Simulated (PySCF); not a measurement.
**CH6ClFOSi2**

The system: CH6ClFOSi2, a small molecule; neutral, singlet. The structure, one conformer, was relaxed in the gas phase by PBE0-D3(BJ)/def2-SVP. No frequency run checks that it is a minimum.

SMILES: FC([SiH3])(Cl)O[SiH3]

```xyz
12

C     0.357   -0.062   -0.554
Si    1.379   -1.692   -0.572
O    -0.493   -0.022    0.486
Si   -1.765    1.093    0.709
F     1.179    1.022   -0.532
Cl   -0.563    0.052   -2.142
H     2.301   -1.656   -1.739
H     0.424   -2.829   -0.674
H     2.149   -1.759    0.702
H    -1.938    1.146    2.183
H    -2.998    0.575    0.059
H    -1.390    2.425    0.164
```
Atom numbers follow the order of the file, from 1.

Shieldings: GIAO PBE0/pcSseg-1. Shifts are against computed references at the same level: C TMS (σ 184.4 ppm), H TMS (σ 31.27 ppm), Si TMS (σ 352.0 ppm). Core levels by delta-SCF with SCAN, pcX-2 on the ionised atom and pcseg-1 elsewhere, spin-free X2C (2p3/2 is the spin-free 2p value less a third of a first-order spin-orbit splitting); from the vacuum level, for chosen atoms.

**Question.** Give the NMR and core-level values of the distinct atoms.

**Answer.** 
```tsv
atoms	bonded to	σ (ppm)	δ (ppm)	core level (eV)
C1	1 Cl + 1 F + 1 O + 1 Si	53.2	131.2	1s 295.60
Si2	1 C + 3 H	407.4	-55.4	2p3/2 107.31
O3	1 C + 1 Si	205.5	-	1s 539.15
Si4	1 O + 3 H	385.2	-33.2	-
F5	1 C	233.2	-	1s 692.99
Cl6	1 C	568.0	-	2p3/2 205.84
H7 H8 H9	1 Si	27.13	4.14	-
H10 H11 H12	1 Si	26.30	4.97	-
```

Values are those of this one static structure, with the three H of a rotating XH3 group averaged; atoms that internal rotation interchanges would show their mean in an NMR spectrum.

**Question.** By CAM-B3LYP/def2-SVPD (TDDFT singlets, Tamm-Dancoff triplets, ionisation by delta-SCF), where does absorption start, and what does vertical ionisation take?

**Answer.** The lowest singlet lies at 7.02 eV (f 0.050), the strongest of the first 6 at 8.04 eV (f 0.088), the lowest triplet at 6.16 eV; vertical ionisation takes 10.76 eV.

The 3 runs behind this took 3.5 min in all, one thread each of Intel Xeon 6975P-C on a shared host, launched as `OMP_NUM_THREADS=1 python cluster_run.py task.json out`.
